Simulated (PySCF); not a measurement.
## Computed structure and properties of PmH3(H2O)

System: PmH3(H2O) (singlet in the valence; each metal's 4f electrons, 4 of them, lie in its core potential, out of spins and levels); start: displaced along the imaginary mode (C1). Method: PySCF 2.14.0, RKS PBE0, Pm lcecp-1-SVP with ECP50, H def2-SVP, O def2-SVP; non-relativistic Hamiltonian with scalar-relativistic core potentials where named; density fitting; no spin-orbit coupling.

Input of the relaxation:

```python
mol = gto.M(atom='''
Pm     0.14201    -0.15941     0.16294
H      1.15558     1.44925     1.06106
H     -0.96123    -1.44698     1.37357
H      0.80576    -0.83608    -1.72675
O     -1.20877     1.28651    -1.30297
H     -1.27517     2.26284    -1.22523
H     -0.96014     1.07446    -2.23245''',
    basis={'Pm': 'lcecp-1-SVP', 'H': 'def2-SVP', 'O': 'def2-SVP'},
    ecp={'Pm': 'lcecp-1-SVP'},
    charge=0, spin=0)
mf = dft.RKS(mol, xc='PBE0')
mf.grids.atom_grid = (50, 194)  # f atoms: unpruned, at least (60, 302)
mf = mf.density_fit()  # fitting sets: Pm AutoAux, H def2-universal-JKFIT, O def2-universal-JKFIT
mf.conv_tol = 1e-08; mf.max_cycle = 55
mf.kernel(dm0)  # dm0: converged density of the start geometry
# quasi-Newton relaxation in Cartesian coordinates to a largest gradient under 0.00045 Eh/bohr, steps kept in the point group
```

Run from Python with OMP_NUM_THREADS=2; the lines above give its settings. Where DIIS fails, smearing, a level shift and second-order steps follow.
It took 46 s on 2 threads of Arm Neoverse V2 (shared host), from the converged density of the start.

Course of the relaxation:

| step | energy above end (eV) | largest force component within the symmetry (eV/Å) |
| --- | --- | --- |
| 0 | 0.0914 | 0.759 |
| 1 | 0.0786 | 0.126 |
| 2 | 0.0776 | 0.043 |
| 3 | 0.0768 | 0.042 |
| 4 | 0.0763 | 0.049 |
| 5 | 0.0755 | 0.057 |
| 6 | 0.0728 | 0.138 |
| 7 | 0.0698 | 0.295 |
| 18 | 0.0007 | 0.051 |
| 19 | 0.0005 | 0.033 |
| 20 | 0.0003 | 0.030 |
| 21 | 0.0002 | 0.017 |
| 22 | 0.0001 | 0.015 |
| 23 | 0.0000 | 0.007 |
(The steps between are left out.)

Relaxed geometry (C1):

```xyz
7

Pm    0.0571    0.0580    0.2611
H     1.4767    1.1498    1.3029
H    -0.8973   -1.4462    1.3158
H     0.4242   -0.2784   -1.8335
O    -1.2832    1.2795   -1.3072
H    -1.4090    2.1438   -1.7147
H    -0.6705    0.7240   -1.9142
```

| contact | Å |
| --- | --- |
| Pm1–H2 (H) | 2.072 |
| Pm1–H3 (H) | 2.070 |
| Pm1–H4 (H) | 2.153 |
| Pm1–H7 (H2O) | 2.388 |

Short contacts between ligands at the end: H4···H7 1.49 Å.

On the finer grid (75, 302):

- HOMO: -6.48 eV
- LUMO: -1.27 eV
- Dipole about the centre of mass: 3.98 D
- Set of Mulliken populations of Pm1 outside the core potential: s 2.51, p 6.41, d 1.31, f 0.03
- D3(BJ) dispersion energy (not in the energies): -0.078 eV

```
atom  Mulliken (e)  Löwdin (e)  spin (e)
 Pm1          0.73        0.47      0.00
  H2         -0.25       -0.20      0.00
  H3         -0.25       -0.20      0.00
  H4         -0.35       -0.21      0.00
  O5         -0.33       -0.06      0.00
  H6          0.22        0.12      0.00
  H7          0.22        0.09      0.00
```

The 4f levels lie in the core potential and are missing. Their spin isn't counted.

On the grid (50, 194), as all that follows. Harmonic modes: a minimum; lowest 178 cm⁻¹ (negative: unstable), highest 3914 cm⁻¹, zero-point energy 1.027 eV.

Taking off one H (charge -1, singlet; the rest: singlet) in vacuum, both parts rigid, costs 9.16 eV; the small basis without counterpoise inflates it. Most of it is the attraction of opposite charges; other ways to part are cheaper, and one spin state was tried for the rest.

Rigid scan of H along the line from its metal:

(distance to H2 (Å), energy (eV)): (1.77, 0.450), (1.87, 0.179), (1.97, 0.040), (2.07, 0.000), (2.17, 0.033), (2.27, 0.118), (2.47, 0.390), (2.77, 0.914), (3.17, 1.640), (3.67, 2.446)

Taking off one H2O (charge 0, singlet; the rest: singlet) in vacuum, both parts rigid, costs 1.53 eV; the small basis without counterpoise inflates it.

Rigid scan of H2O along the line from its metal:

(distance to O5 (Å), energy (eV)): (2.10, 0.459), (2.20, 0.173), (2.30, 0.037), (2.40, 0.000), (2.50, 0.027), (2.60, 0.092), (2.80, 0.276), (3.10, 0.564), (3.50, 0.863), (4.00, 1.105)

One start shape was tried, so this needn't be the lowest isomer.

An lcecp potential fixes the number of 4f electrons, so in runs with it no electron can move into or out of that shell.
